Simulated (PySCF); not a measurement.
PySCF input for C5H5FO, SMILES O=C[C@]1(F)C=CC1, PBE-D3(BJ)/def2-SVP. Geometry optimised at PBE-D3(BJ)/def2-SVP. The structure was generated by enumeration; whether it is a known compound was not checked. Other conformers were not sampled.

```python
import numpy as np
from pyscf import gto, scf, dft, df
from pyscf.hessian import thermo

mol = gto.M(
    atom='''
    O    -1.33040198    0.06152799    1.69807571
    C    -1.35175060   -0.11346135    0.50011731
    C    -0.13984509    0.02112007   -0.42711545
    F    -0.62325487    0.26010630   -1.70505855
    C     0.87233746   -1.10315544   -0.26775865
    C     1.78854073   -0.28626204    0.30086640
    C     0.98184114    0.98238030    0.09707988
    H    -2.29004176   -0.40893171   -0.06234955
    H     0.80297989   -2.18308172   -0.46438754
    H     2.75952277   -0.46640458    0.78765588
    H     0.72962330    1.57892487    0.99754519
    H     1.34368366    1.64258334   -0.71667959
    ''',
    basis='def2-SVP',
    charge=0,
    spin=0,
    max_memory=1600,
    verbose=3,
)
mf = dft.RKS(mol, xc='pbe').density_fit(auxbasis='def2-universal-jkfit')
mf.disp = 'd3bj'
mf.grids.level = 3
mf.conv_tol = 1e-11
mf.max_cycle = 100
mf.kernel()

# [left out here: the lines that compute and print the analytic Hessian (its translational invariance restored by hand, since the grid's response is missing), thermochemistry and intensities]
```

Output:

```
[...]
       3   F                -0.00  0.00  0.00   -0.02  0.02 -0.07   -0.00 -0.00 -0.01
       4   C                 0.01 -0.13  0.01   -0.04  0.01  0.02    0.05  0.02 -0.10
       5   C                -0.13  0.04 -0.02   -0.00  0.03 -0.05   -0.03 -0.02  0.06
       6   C                 0.08  0.10  0.03    0.01  0.04  0.11   -0.03 -0.00  0.04
       7   H                -0.05 -0.00  0.03    0.02  0.34 -0.11    0.03  0.02 -0.02
       8   H                 0.31 -0.14 -0.03   -0.08  0.01  0.02   -0.14 -0.10  0.61
       9   H                -0.01  0.17 -0.23   -0.10 -0.06  0.10    0.22 -0.02 -0.44
      10   H                 0.17  0.04  0.09    0.30  0.26  0.03   -0.05  0.18 -0.08
      11   H                 0.29  0.11  0.13   -0.20 -0.18 -0.17    0.10 -0.17 -0.04
Mode                                12                  13                  14
Irrep
Freq [cm^-1]                      919.3502            954.0986           1028.1372
Reduced mass [au]                   1.8140              1.7062              1.5828
Force const [Dyne/A]                0.9033              0.9151              0.9858
Char temp [K]                    1322.7403           1372.7355           1479.2605
Normal mode                   x     y     z       x     y     z       x     y     z
       0   O                 0.00 -0.03 -0.00   -0.01  0.01 -0.00   -0.01  0.00 -0.00
       1   C                 0.01  0.11 -0.02    0.03 -0.05  0.01    0.06 -0.00 -0.00
       2   C                -0.04  0.06  0.04   -0.03 -0.02 -0.02   -0.09 -0.01 -0.05
       3   F                -0.01 -0.01 -0.02    0.01 -0.00  0.02    0.02 -0.01  0.03
       4   C                 0.03 -0.05 -0.02   -0.03  0.06 -0.01   -0.02  0.09  0.02
       5   C                -0.01  0.04 -0.05   -0.04  0.07  0.03   -0.04  0.02 -0.01
       6   C                -0.02 -0.08  0.06    0.04 -0.12 -0.03    0.02 -0.06 -0.02
       7   H                 0.15 -0.38  0.01   -0.02  0.20 -0.04    0.06  0.05 -0.03
       8   H                 0.13 -0.08  0.10   -0.23  0.08 -0.03    0.60  0.03  0.17
       9   H                -0.13  0.25  0.26    0.07  0.53 -0.05   -0.10 -0.40 -0.08
      10   H                 0.28  0.06  0.04    0.18 -0.24  0.08    0.06 -0.12  0.03
      11   H                -0.10 -0.23 -0.10    0.21 -0.06  0.10    0.04 -0.03  0.02
Mode                                15                  16                  17
Irrep
Freq [cm^-1]                     1036.4401           1073.7815           1157.7678
Reduced mass [au]                   1.4955              3.1705              2.4602
Force const [Dyne/A]                0.9465              2.1538              1.9429
Char temp [K]                    1491.2065           1544.9324           1665.7701
Normal mode                   x     y     z       x     y     z       x     y     z
       0   O                 0.00 -0.01 -0.00    0.01  0.02 -0.01    0.01 -0.00 -0.01
       1   C                 0.02  0.03 -0.01    0.01 -0.10  0.01    0.02  0.02 -0.01
       2   C                -0.02 -0.03  0.07   -0.02  0.19  0.07   -0.05 -0.06  0.19
       3   F                -0.01  0.01 -0.03   -0.00 -0.01 -0.02   -0.01  0.02 -0.06
       4   C                 0.01  0.00 -0.03    0.03 -0.06 -0.00    0.02  0.01 -0.01
       5   C                -0.04 -0.01  0.10    0.00 -0.05 -0.00   -0.00  0.02 -0.02
       6   C                 0.05  0.02 -0.06   -0.03 -0.02 -0.03   -0.01  0.01 -0.05
       7   H                 0.07 -0.09 -0.03   -0.05  0.37 -0.14    0.16 -0.04 -0.20
       8   H                -0.01  0.00 -0.03    0.24 -0.08  0.02   -0.04  0.03 -0.05
       9   H                 0.10 -0.02 -0.17   -0.01  0.10  0.08   -0.07 -0.14  0.06
      10   H                 0.27 -0.26  0.19    0.00 -0.06  0.00   -0.14 -0.10 -0.02
      11   H                -0.56  0.29 -0.11   -0.08  0.04 -0.01    0.45  0.03  0.17
Mode                                18                  19                  20
Irrep
Freq [cm^-1]                     1172.6545           1204.1644           1264.8463
Reduced mass [au]                   1.9801              2.8522              2.0805
Force const [Dyne/A]                1.6043              2.4367              1.9611
Char temp [K]                    1687.1887           1732.5244           1819.8322
Normal mode                   x     y     z       x     y     z       x     y     z
       0   O                 0.01  0.00  0.00   -0.01 -0.00 -0.00    0.01 -0.00  0.00
       1   C                -0.04 -0.01  0.00    0.07  0.01 -0.01   -0.01  0.01  0.01
       2   C                 0.10 -0.01  0.06   -0.18 -0.02 -0.02    0.05 -0.05  0.01
       3   F                -0.01  0.00 -0.03    0.02 -0.00  0.02   -0.00  0.00 -0.01
       4   C                -0.06  0.03 -0.02   -0.00 -0.03 -0.02   -0.10  0.06 -0.03
       5   C                -0.05  0.03 -0.03    0.05 -0.05  0.00    0.05 -0.12  0.01
       6   C                 0.11 -0.06  0.04    0.09  0.06  0.02   -0.06  0.06 -0.02
       7   H                -0.01 -0.02 -0.05    0.04  0.01  0.03    0.05 -0.05 -0.07
       8   H                 0.21  0.00  0.09   -0.00 -0.05 -0.01    0.39  0.00  0.15
       9   H                -0.04  0.13 -0.02    0.05  0.29  0.13    0.11  0.42  0.10
      10   H                -0.53 -0.03 -0.17   -0.36  0.11 -0.13    0.18  0.04  0.06
      11   H                -0.23 -0.08 -0.12   -0.08  0.12 -0.01    0.10  0.05  0.05
Mode                                21                  22                  23
Irrep
Freq [cm^-1]                     1331.5706           1378.3878           1594.9086
Reduced mass [au]                   1.2710              1.1436              5.7827
Force const [Dyne/A]                1.3278              1.2802              8.6667
Char temp [K]                    1915.8336           1983.1932           2294.7184
Normal mode                   x     y     z       x     y     z       x     y     z
       0   O                -0.04 -0.02 -0.05    0.00  0.00  0.01    0.00  0.00  0.01
       1   C                 0.08  0.01 -0.02   -0.01 -0.00 -0.00   -0.00  0.00 -0.01
       2   C                 0.02  0.00  0.07   -0.01  0.01 -0.02    0.00 -0.01 -0.00
       3   F                -0.01  0.00 -0.01    0.00 -0.00  0.01   -0.00  0.00 -0.00
       4   C                -0.00  0.01 -0.00    0.02  0.00  0.01    0.14  0.10  0.08
       5   C                -0.01 -0.01 -0.01    0.00 -0.02 -0.00   -0.12 -0.13 -0.08
       6   C                -0.01  0.01 -0.01    0.00  0.09  0.01    0.01  0.00  0.00
       7   H                -0.37  0.05  0.78    0.04 -0.01 -0.09    0.00 -0.02 -0.01
       8   H                 0.05  0.01  0.01   -0.03  0.01 -0.00   -0.10  0.18 -0.01
       9   H                -0.02  0.02  0.02    0.01  0.03  0.01   -0.14  0.16 -0.03
      10   H                -0.03 -0.09  0.04   -0.15 -0.52  0.35   -0.02  0.06 -0.04
      11   H                 0.07 -0.06 -0.03    0.10 -0.51 -0.41   -0.05  0.05  0.03
Mode                                24                  25                  26
Irrep
Freq [cm^-1]                     1801.4626           2797.0328           2996.1499
Reduced mass [au]                  10.9377              1.0858              1.0576
Force const [Dyne/A]               20.9135              5.0051              5.5939
Char temp [K]                    2591.9035           4024.3074           4310.7926
Normal mode                   x     y     z       x     y     z       x     y     z
       0   O                -0.00 -0.02 -0.15    0.00  0.00 -0.00   -0.00 -0.00 -0.00
       1   C                -0.01  0.03  0.22   -0.07 -0.02 -0.04   -0.00  0.00  0.00
       2   C                -0.01 -0.00 -0.01   -0.00 -0.00 -0.00   -0.00 -0.00 -0.00
       3   F                 0.00  0.00 -0.00    0.00 -0.00  0.00    0.00 -0.00  0.00
       4   C                 0.01  0.00  0.00   -0.00  0.00  0.00   -0.00 -0.00  0.00
       5   C                -0.00 -0.00 -0.00   -0.00  0.00 -0.00   -0.00 -0.00 -0.00
       6   C                 0.00  0.00  0.00    0.00 -0.00  0.00    0.01  0.06  0.01
       7   H                 0.13  0.02 -0.02    0.81  0.25  0.45    0.00  0.00  0.00
       8   H                -0.02  0.00  0.00   -0.00 -0.00 -0.00   -0.00 -0.01 -0.00
       9   H                -0.00  0.00 -0.01    0.00  0.00 -0.00    0.03 -0.00  0.01
      10   H                -0.01 -0.01  0.01    0.00  0.00  0.00    0.17 -0.37 -0.58
      11   H                -0.01 -0.01 -0.01    0.00  0.00 -0.00   -0.22 -0.38  0.50
Mode                                27                  28                  29
Irrep
Freq [cm^-1]                     3066.1075           3125.6237           3157.2867
Reduced mass [au]                   1.1106              1.0858              1.1155
Force const [Dyne/A]                6.1513              6.2501              6.5517
Char temp [K]                    4411.4461           4497.0766           4542.6325
Normal mode                   x     y     z       x     y     z       x     y     z
       0   O                 0.00  0.00  0.00    0.00 -0.00  0.00    0.00 -0.00 -0.00
       1   C                -0.00 -0.00 -0.00    0.00  0.00 -0.00   -0.00 -0.00  0.00
       2   C                -0.00 -0.00 -0.00    0.00 -0.00  0.00   -0.00  0.00 -0.00
       3   F                 0.00  0.00  0.00    0.00  0.00 -0.00    0.00 -0.00  0.00
       4   C                -0.00  0.00  0.00    0.00  0.04  0.01   -0.01 -0.07 -0.02
       5   C                 0.00  0.00  0.00    0.06 -0.01  0.03    0.05 -0.00  0.03
       6   C                 0.03  0.00 -0.09   -0.00  0.00  0.00   -0.00  0.00 -0.00
       7   H                -0.00  0.00  0.00   -0.00 -0.00 -0.00    0.00  0.00  0.00
       8   H                -0.00 -0.01 -0.00   -0.03 -0.54 -0.10    0.05  0.76  0.14
       9   H                -0.01  0.00 -0.01   -0.69  0.13 -0.35   -0.47  0.08 -0.24
      10   H                -0.15  0.35  0.52    0.01 -0.01 -0.02    0.00 -0.01 -0.01
      11   H                -0.23 -0.41  0.50    0.00 -0.00  0.00   -0.00 -0.01  0.01
temperature 298.1500 [K]
pressure 101325.00 [Pa]
Rotational constants [GHz] 3.59461 2.79840 2.06610
Symmetry number 1
Zero-point energy (ZPE) 0.08480 [Eh]   222638.740 [J/mol]
                           tot       elec      trans        rot        vib
Entropy [J/mol/K]       338.256      0.000    166.192    113.549     58.516
Cv [J/mol/K]             98.928      0.000     12.472     12.472     73.985
Cp [J/mol/K]            107.243      0.000     20.786     12.472     73.985
Internal energy [J/mol]                      3718.434   3718.434 232644.148
Internal energy [Eh]   -367.75447  -367.84591
Enthalpy [J/mol]                             6197.391   3718.434 232644.148
Enthalpy [Eh]          -367.75353
Gibbs free energy [J/mol]                  -43352.633 -30136.063 215197.650
Gibbs free energy [Eh] -367.79194
mode   freq/cm-1   IR/(km/mol)
   1       78.05         7.723
   2      147.81         2.647
   3      256.05         5.277
   4      295.10         4.511
   5      388.79         2.122
   6      423.18         2.272
   7      569.18        13.011
   8      631.59         0.100
   9      735.76        66.566
  10      843.18         4.075
  11      878.30        16.859
  12      915.54         7.154
  13      919.35        12.382
  14      954.10         9.194
  15     1028.14        11.336
  16     1036.44         6.881
  17     1073.78         3.410
  18     1157.77        69.205
  19     1172.65        13.645
  20     1204.16        14.652
  21     1264.85        25.769
  22     1331.57        23.972
  23     1378.39         7.196
  24     1594.91         2.493
  25     1801.46       119.330
  26     2797.03       128.331
  27     2996.15        12.835
  28     3066.11         3.238
  29     3125.62         4.389
  30     3157.29         6.604
max |gradient| / (hartree/bohr): 0.00013096449141084785
APT charges: [-0.5282  0.6772  0.366  -0.4689 -0.1191  0.0338 -0.0326 -0.0786  0.0576
  0.0589  0.0198  0.0141]
```

The run converged.
